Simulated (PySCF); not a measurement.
PySCF input for C₂H₅F₂NSi, SMILES C/N=C/[SiH](F)F, PBE0/pcSseg-1. Coordinates come from a r2SCAN-D4/def2-SVP optimisation. The structure was generated by enumeration; whether it is a known compound was not checked. Other conformers were not sampled.

```python
import numpy as np
from pyscf import gto, scf, dft
from pyscf.prop.nmr import rks as nmr

mol = gto.M(
    atom='''
    C    -3.04169006   -0.43682739    0.16019324
    N    -1.72873197   -0.16463956   -0.36340488
    C    -0.72733852   -0.18039544    0.42958580
    Si    0.93636709    0.18486153   -0.33466831
    F     1.94158740   -1.05072531   -0.04932209
    F     1.59486230    1.46774935    0.39959356
    H    -3.06037353   -0.64312024    1.24976493
    H    -3.47115164   -1.29558093   -0.38244292
    H    -3.69892462    0.42067194   -0.06134924
    H    -0.84855396   -0.40050311    1.51842136
    H     0.85711251    0.43306853   -1.78632088
    ''',
    basis='pcSseg-1',
    charge=0,
    spin=0,
    max_memory=1600,
    verbose=3,
)
mf = dft.RKS(mol, xc='pbe0')
mf.grids.level = 3
mf.conv_tol = 1e-10
mf.max_cycle = 100
mf.kernel()
n = nmr.NMR(mf)
n.verbose = 2
n.max_cycle_cphf = 60
sigma = n.kernel()
print('atom   isotropic/ppm   span/ppm')
for i, s in enumerate(sigma):
    w = np.linalg.eigvalsh((s + s.T) / 2)
    print(f'{mol.atom_symbol(i):2s}{i + 1:3d} {w.mean():14.3f} {w[2] - w[0]:11.3f}')
```

It prints:

```
converged SCF energy = -622.737446882299
atom   isotropic/ppm   span/ppm
C   1        125.737      78.720
N   2       -206.823     956.262
C   3          5.998     190.504
Si  4        377.963      55.067
F   5        327.687     130.303
F   6        327.688     130.286
H   7         28.285       4.437
H   8         27.063       5.331
H   9         27.063       5.330
H  10         22.831       3.048
H  11         26.545       8.208
```

Self-consistency was reached.

Cost: very roughly 26 core-seconds.
